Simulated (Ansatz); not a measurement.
Geometry optimisation, Ansatz 0.2.0, RHF/def2-SVP.

The input (input.yaml):

```yaml
crystal:
  periodic: [false, false, false]
  atoms:
    - { symbol: Cl, position_ang: [-1.79789, -1.06155, 0.47917] }
    - { symbol: Si, position_ang: [-0.55734, -0.05919, -0.75022] }
    - { symbol: Sb, position_ang: [1.56079, 0.67307, 0.45352] }
    - { symbol: H, position_ang: [-0.26373, -0.94501, -1.87217] }
    - { symbol: H, position_ang: [-1.30389, 1.08311, -1.2673] }
    - { symbol: H, position_ang: [0.65584, 1.16376, 1.79196] }
    - { symbol: H, position_ang: [1.70622, -0.85419, 1.16504] }
basis:
  gaussian: { orbitals: def2-SVP }
hamiltonian:
  xc: hf
relax:
  f_tol: 0.02
  max_steps: 40
scf:
  lower_state_search: "off"
```

Launched with:

```bash
$ ansatz run input.yaml --threads 1 --pin off --max-ram 2048MiB --backend cpu --events-out ev --progress --plain --runs-dir out
```

Problem. Where does it end, and by what steps?

Solution. The run converged. After 6 steps the energy has fallen by 0.103 eV; Cl1 moved furthest, 0.14 Å.

| step | energy less start (eV) | largest force component (eV/Å) | accepted |
| --- | --- | --- | --- |
| 0 | 0.0000 | 0.982 | yes |
| 1 | 0.0016 | 0.624 | no |
| 2 | -0.0998 | 0.091 | yes |
| 3 | -0.1024 | 0.050 | yes |
| 4 | -0.1030 | 0.046 | yes |
| 5 | -0.1034 | 0.026 | yes |
| 6 | -0.1034 | 0.006 | yes |

```xyz
7
Properties=species:S:1:pos:R:3
Cl -1.919 -1.124 0.460
Si -0.597 -0.077 -0.759
Sb 1.560 0.659 0.477
H -0.237 -0.953 -1.891
H -1.302 1.117 -1.267
H 0.698 1.253 1.815
H 1.796 -0.876 1.165
```

Whether the end is a true minimum wasn't checked by a vibrational analysis.

The run took 13 s on 1 thread of Arm Neoverse V1 (shared host), peak memory 0.15 GiB.
